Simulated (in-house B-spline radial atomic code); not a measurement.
# Binding energies in Te⁸⁺

NIST's tabulated ground configuration is [Kr] 4d8; each binding energy is the energy of the ion with one electron taken from that subshell, relaxed, less that of the parent. Level of theory: Dirac-Hartree-Fock, average of configuration, Fermi nucleus of rms radius 4.7423 fm; calculated with a radial B-spline atomic code at the basis-set limit. Energies include first-order Breit, QED and recoil terms.

```json
{"subshell": "1s", "X-ray name": "K", "binding energy (eV)": "31956.7", "-ε (eV)": "32127.2", "relaxation (eV)": "61.3"}
{"subshell": "2s", "X-ray name": "L1", "binding energy (eV)": "5089.1", "-ε (eV)": "5131.2", "relaxation (eV)": "30.6"}
{"subshell": "2p3/2", "X-ray name": "L3", "binding energy (eV)": "4485.9", "-ε (eV)": "4526.5", "relaxation (eV)": "32.8"}
{"subshell": "3s", "X-ray name": "M1", "binding energy (eV)": "1150.6", "-ε (eV)": "1163.4", "relaxation (eV)": "10.8"}
{"subshell": "3p1/2", "X-ray name": "M2", "binding energy (eV)": "1014", "-ε (eV)": "1027.1", "relaxation (eV)": "11.3"}
{"subshell": "3p3/2", "X-ray name": "M3", "binding energy (eV)": "962.2", "-ε (eV)": "974.2", "relaxation (eV)": "10.8"}
{"subshell": "4s", "X-ray name": "N1", "binding energy (eV)": "310.2", "-ε (eV)": "312.6", "relaxation (eV)": "2.1"}
{"subshell": "4p1/2", "X-ray name": "N2", "binding energy (eV)": "260.2", "-ε (eV)": "262.5", "relaxation (eV)": "2.0"}
{"subshell": "4p3/2", "X-ray name": "N3", "binding energy (eV)": "249.9", "-ε (eV)": "251.9", "relaxation (eV)": "1.8"}
{"subshell": "4d", "X-ray name": "N4,5", "binding energy (eV)": "169", "-ε (eV)": "170.5", "relaxation (eV)": "1.4"}
```

Relaxation = -ε minus the binding energy without Breit, QED and recoil terms.

Emission lines follow as differences of binding energies, with λ = 12398.42 eV·Å / E:

| line | holes | energy (eV) | wavelength (Å) |
| --- | --- | --- | --- |
| K-L3 | 1s → 2p3/2 | 27470.8 | 0.45133 |
| K-M3 | 1s → 3p3/2 | 30994.5 | 0.40002 |
| L1-M3 | 2s → 3p3/2 | 4126.9 | 3.0043 |
| L3-M1 | 2p3/2 → 3s | 3335.3 | 3.7173 |

Question: What screening constant σ does Moseley's law, E = (3/4)·13.6057 eV·(Z - σ)², need for K-L3?

Answer: σ = 0.11.

Moseley's non-relativistic formula needs a falling, then negative, screening constant for heavy elements, because relativity binds the 1s electron more strongly than the formula allows.

Question: What does it cost to remove both a 2s and a 3p3/2 electron?

Answer: 6117.5 eV, which is 66.13 eV more than the two single binding energies together.

Question: What does it cost to remove both a 2p3/2 and a 4d electron?

Answer: 4685 eV, which is 30.06 eV more than the two single binding energies together.
